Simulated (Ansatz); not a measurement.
Geometry optimisation, RKS B3LYP/def2-SVP (Ansatz 0.2.0).

input.yaml

```yaml
crystal:
  periodic: [false, false, false]
  atoms:
    - { symbol: Ga, position_ang: [0.0, 0.0, 0.0] }
    - { symbol: O, position_ang: [0.0, 0.0, 2.14] }
    - { symbol: H, position_ang: [-0.9095, -0.2814, 2.4771] }
    - { symbol: O, position_ang: [1.5501, 0.0, -0.895] }
    - { symbol: H, position_ang: [1.85, -0.9519, -1.0499] }
    - { symbol: O, position_ang: [-1.5501, 0.0, -0.895] }
    - { symbol: H, position_ang: [-2.0598, -0.8467, -0.6865] }
    - { symbol: P, position_ang: [0.1161, 2.4551, 0.8167] }
    - { symbol: H, position_ang: [0.6765, 2.4949, 2.1208] }
    - { symbol: H, position_ang: [0.9275, 3.2117, -0.0697] }
    - { symbol: H, position_ang: [0.0597, 1.2634, 1.9686] }
basis:
  gaussian: { orbitals: def2-SVP }
hamiltonian:
  xc: b3lyp
relax:
  f_tol: 0.15
  max_steps: 25
  restrain:
    - { distance: [0, 7], at: 2.29, k: 30.0 }
    - { distance: [10, 1], at: 1.01, k: 30.0 }
    - { distance: [0, 1], at: 2.99, k: 30.0 }
    - { distance: [10, 7], at: 2.62, k: 30.0 }
```

Launched with:

```bash
$ ansatz run input.yaml --threads 4 --pin off --max-ram 5120MiB --backend cpu --events-out ev --progress --plain --runs-dir out
```

Q: Where does it end, and by what steps?

A: It converged. The restraints hold the end off the free minimum. After 20 steps the energy has fallen by 3.146 eV (the restraints' own energy left out); H9 moved furthest, 1.59 Å. Parted: Ga1–O2 (2.14 → 2.98 Å). Joined: O2–H11 (1.28 → 0.99 Å).

```csv
step,energy less start (eV),largest force component (eV/Å),accepted
0,0.0000,3.981,yes
1,-1.0266,3.740,yes
2,-1.6463,2.687,yes
3,-2.1875,2.410,yes
4,-2.6675,1.017,yes
5,-2.7914,1.092,yes
6,-2.8515,1.920,yes
7,-2.8880,2.097,yes
8,-2.9927,0.931,yes
9,-2.9972,1.194,yes
10,-3.0587,1.170,yes
11,-3.0852,1.027,yes
12,-3.0947,1.101,yes
13,-3.1005,0.969,yes
14,-3.1207,0.831,yes
15,-3.1338,0.845,yes
16,-3.1404,0.834,yes
17,-3.1277,1.084,no
18,-3.1448,0.809,yes
19,-3.1428,0.888,no
20,-3.1462,0.863,yes
```

```xyz
11
Properties=species:S:1:pos:R:3
Ga 0.284 0.633 -0.139
O -0.555 -0.177 2.601
H -1.231 -0.346 1.919
O 1.666 -0.200 -0.916
H 1.506 -1.108 -1.209
O -1.379 -0.094 -0.205
H -1.504 -0.871 -0.767
P 0.392 2.603 1.039
H 1.821 2.651 1.027
H 0.249 3.450 -0.107
H -0.589 0.806 2.684
```

The run took 50 s on 4 threads of Arm Neoverse V1, with other jobs on the host, peak memory 0.33 GiB.
